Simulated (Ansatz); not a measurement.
Computed with Ansatz on PBE0-D4/def2-TZVP structures; ΔE is electronic, products minus reactants. CCSD(T)/CBS is the MP2 limit (def2-TZVPP, def2-QZVPP) plus CCSD(T) − MP2 in def2-TZVPP, frozen cores. Functionals use def2-TZVPP. Elements past krypton have def2 core potentials. For Se, Sn outer-core shells are correlated without core-valence functions, which leaves a few kJ/mol of doubt a bond. Scalar relativity is left out up to krypton. One conformer a species, not always the lowest.

Consider the substitution at a C–Sn bond: `[CH3][SnH]([F])[SH]` + `[F][Al]([Cl])[SeH]` → `C[Se][Al]([F])[Cl]` + `[F][SnH2][SH]`.

```csv
species,r2SCAN0 energy (Eh)
`[CH3][SnH]([F])[SH]`,-753.52181
`[F][Al]([Cl])[SeH]`,-3204.75937
`C[Se][Al]([F])[Cl]`,-3244.05531
`[F][SnH2][SH]`,-714.20743
```

**Question.** Work out ΔE.

**Answer.** ΔE = (-3244.05531) + (-714.20743) − (-753.52181) − (-3204.75937) = 0.01844 Eh = +48.4 kJ/mol. CCSD(T)/CBS gives +53.0 kJ/mol.

Largest T1 diagnostic among the species: 0.013.

In def2-TZVPP, CCSD(T) changes the Hartree–Fock value by +4.8 kJ/mol (the triples alone add −0.2 kJ/mol) and MP2 by +7.2 kJ/mol. At CCSD(T), def2-SVP lies −5.2 kJ/mol from the extrapolated value and def2-TZVPP −3.6 kJ/mol. Leaving LDA and LC-ωPBE aside and taking each functional with its dispersion term where it has one, the values, not all of them listed here, spread over 6.9 kJ/mol, from revPBE-D4 to PBE-QIDH.
